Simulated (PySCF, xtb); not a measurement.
CrO2, SMILES [O]=[Cr]=[O] (connectivity only; charge and spin as stated), neutral, multiplicity 3.

Harmonic wavenumbers (cm⁻¹) from GFN2-xTB (xtb) at its own minimum, in rising order: 285, 882, 1023.

**Question.** What does PySCF with PBE-D3(BJ)/def2-TZVP give at its own minimum? (An estimate is asked for; the answer gives what the named calculation found.)

**Answer.** 247, 978, 1007. Paired by order, the mean absolute difference is 50 cm⁻¹ and the zero-point energies are 3.1 and 3.2 kcal/mol.
